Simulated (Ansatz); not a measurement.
Reaction (cleavage of the Si–Si bond): `F[Si](F)(F)[SiH](Cl)Cl` + `S[SiH2]Cl` → `Cl[SiH2]S[SiH](Cl)Cl` + `F[SiH](F)F`

Computed with Ansatz on PBE0-D4/def2-TZVP structures; ΔE is electronic, products minus reactants. CCSD(T)/CBS adds triple-zeta CCSD(T) − MP2 to the extrapolated MP2 energy (def2 sets, frozen cores). Functionals use def2-TZVPP. One conformer a species, not always the lowest.

Task: Is it downhill or uphill in electronic energy at CCSD(T)/CBS, and by how much? (An estimate is asked.)

Result: Ansatz gave: Downhill: ΔE = -90.0 kJ/mol.

Task: What do these levels give: PBE, r2SCAN, PBE0, HF/def2-QZVPP, MP2/CBS(def2), CCSD/CBS(def2)? (An estimate is asked.)

Result: The calculation gave: PBE -68.1, r2SCAN -81.5, PBE0 -74.5, HF/def2-QZVPP -82.0, MP2/CBS(def2) -104.7, CCSD/CBS(def2) -87.7 kJ/mol.

Largest T1 diagnostic among the species: 0.012.

In def2-TZVPP, CCSD(T) changes the Hartree–Fock value by −4.6 kJ/mol (the triples alone add −2.3 kJ/mol) and MP2 by −19.4 kJ/mol. From PBE to PBE0 (25 % exact exchange), in def2-TZVPP and without D4, ΔE moves by −6.4 kJ/mol. The D4 term adds −9.4 kJ/mol with B3LYP and −5.2 kJ/mol with PBE0; it sums over pairs of atoms, weighted by their polarisabilities, and B3LYP, whose exchange is more repulsive, gets the larger term.

B3LYP here is the variant with VWN-RPA as its local correlation; programs differ in this.
